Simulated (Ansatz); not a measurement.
Ansatz (a quantum-chemistry and plane-wave program) input (CCSD(T)/aug-cc-pV(D+d)Z):
A basis named .json is the Basis Set Exchange file of that set.

Ansatz 0.2 input:
```yaml
crystal:
  periodic: [false, false, false]
  atoms:
    - {symbol: Si, position_ang: [0.05621184, 0.06010527, -0.02970235]}
    - {symbol: O, position_ang: [1.30246562, -0.64783037, -0.77372147]}
    - {symbol: O, position_ang: [0.41205874, 0.77162967, 1.40240846]}
    - {symbol: O, position_ang: [-0.79084152, 1.12826139, -0.92231548]}
    - {symbol: N, position_ang: [-0.90931770, -1.36128719, 0.18150904]}
    - {symbol: H, position_ang: [1.24866779, 0.53714127, 1.81170386]}
    - {symbol: H, position_ang: [-1.02809362, 1.96162156, -0.50874294]}
    - {symbol: H, position_ang: [-1.42901427, -1.72612021, -0.60462414]}
    - {symbol: H, position_ang: [-0.60276433, -2.10159171, 0.79596054]}
basis:
  gaussian:
    orbitals: aug-cc-pV_D+d_Z.json
magnetization: {spin_polarized: true, initial_magnetization: 1}
correlation: {method: ccsd_t, electrons: outside_noble_gas}
output: {forces: true}
```

Output:

```
Functional definition: HF
integrals: 0.85 GiB planned
1567 factors; integrals over basis functions are off by at most 6.9e-4 eV
mean field: 0.93 GiB planned
mean field evaluation 1: about -15515.7747 eV, gradient 4.1e1 eV
mean field evaluation 2: about -15515.7757 eV, gradient 4.1e1 eV
mean field evaluation 4: about -15522.5855 eV, gradient 4.8e0 eV
mean field evaluation 8: about -15523.5381 eV, gradient 1.8e0 eV
mean field evaluation 16: about -15523.7192 eV, gradient 2.0e-2 eV
mean field evaluation 32: about -15523.7145 eV, gradient 2.2e-1 eV
mean field evaluation 64: about -15523.1843 eV, gradient 2.5e-4 eV
mean field evaluation 96: about -15523.1817 eV, gradient 4.8e-2 eV
mean field -15523.71924703 eV, -570.4861599735 hartree, gradient 2.8e-6 eV, S^2 0.760619; 5 other end points of the search recorded, 0 dependent functions left out
determinant -15523.71924703 eV, -570.4861599735 hartree, with singles and doubles -15547.30001325 eV, -571.3527371487 hartree
determinant -15523.18426743 eV, -570.4664998360 hartree, with singles and doubles -15546.55159911 eV, -571.3252334363 hartree
9 core orbitals not correlated
reference -15523.71924703 eV, -570.4861599735 hartree; 16, 15 occupied and 135, 136 virtual orbitals, 1567 factors
densities: 7.09 GiB planned
second order -22.64189175 eV of doubles, -0.00000000 eV of singles
coupled cluster: 3.89 GiB planned
cycle   1  -23.54825642 eV  change   -6.8e-1 eV  update   3.8e-2
cycle   2  -23.60541572 eV  change   -5.7e-2 eV  update   1.2e-2
cycle   3  -23.61240116 eV  change   -7.0e-3 eV  update   8.3e-3
cycle   4  -23.62014258 eV  change   -7.7e-3 eV  update   5.2e-3
cycle   5  -23.62761793 eV  change   -7.5e-3 eV  update   3.7e-3
cycle   6  -23.63289248 eV  change   -5.3e-3 eV  update   2.0e-3
cycle   7  -23.63465391 eV  change   -1.8e-3 eV  update   1.0e-3
cycle   8  -23.63479507 eV  change   -1.4e-4 eV  update   6.4e-4
cycle   9  -23.63471809 eV  change    7.7e-5 eV  update   4.6e-4
cycle  10  -23.63459688 eV  change    1.2e-4 eV  update   3.0e-4
cycle  11  -23.63455765 eV  change    3.9e-5 eV  update   1.7e-4
cycle  12  -23.63454457 eV  change    1.3e-5 eV  update   8.7e-5
cycle  13  -23.63456028 eV  change   -1.6e-5 eV  update   6.6e-5
cycle  14  -23.63455529 eV  change    5.0e-6 eV  update   5.8e-5
cycle  15  -23.63455572 eV  change   -4.3e-7 eV  update   5.2e-5
cycle  16  -23.63454726 eV  change    8.5e-6 eV  update   4.0e-5
cycle  17  -23.63454666 eV  change    6.0e-7 eV  update   2.4e-5
cycle  18  -23.63455072 eV  change   -4.1e-6 eV  update   1.2e-5
cycle  19  -23.63455508 eV  change   -4.4e-6 eV  update   7.0e-6
cycle  20  -23.63455915 eV  change   -4.1e-6 eV  update   4.6e-6
cycle  21  -23.63456239 eV  change   -3.2e-6 eV  update   3.0e-6
cycle  22  -23.63456510 eV  change   -2.7e-6 eV  update   2.0e-6
cycle  23  -23.63456717 eV  change   -2.1e-6 eV  update   1.4e-6
cycle  24  -23.63456815 eV  change   -9.8e-7 eV  update   8.7e-7
cycle  25  -23.63456830 eV  change   -1.4e-7 eV  update   5.0e-7
cycle  26  -23.63456830 eV  change   -6.5e-9 eV  update   3.0e-7
cycle  27  -23.63456817 eV  change    1.4e-7 eV  update   1.9e-7
perturbative correction -0.72489426 eV, -0.0266393727 hartree
the calculation of the forces begins
Total energy: -15548.07870946 eV, -571.3813537062 hartree
Atom 0 at     0.056212     0.060105    -0.029702 Å, force    -0.844256    -0.121584     0.492883 eV/Å
Atom 1 at     1.302466    -0.647830    -0.773721 Å, force     1.057521    -0.577479    -0.659710 eV/Å
Atom 2 at     0.412059     0.771630     1.402408 Å, force     0.032998     0.434294     0.576083 eV/Å
Atom 3 at    -0.790842     1.128261    -0.922315 Å, force    -0.306610     0.354570    -0.571928 eV/Å
Atom 4 at    -0.909318    -1.361287     0.181509 Å, force    -0.033439     0.242222     0.074274 eV/Å
Atom 5 at     1.248668     0.537141     1.811704 Å, force     0.161429    -0.067838     0.063100 eV/Å
Atom 6 at    -1.028094     1.961622    -0.508743 Å, force    -0.027270     0.137258     0.102524 eV/Å
Atom 7 at    -1.429014    -1.726120    -0.604624 Å, force    -0.174107    -0.128823    -0.287274 eV/Å
Atom 8 at    -0.602764    -2.101592     0.795961 Å, force     0.133734    -0.272620     0.210047 eV/Å
Dipole moment:    -0.159362    -0.075241     0.371324 e Å
```

It need not be the lowest isomer of its formula.
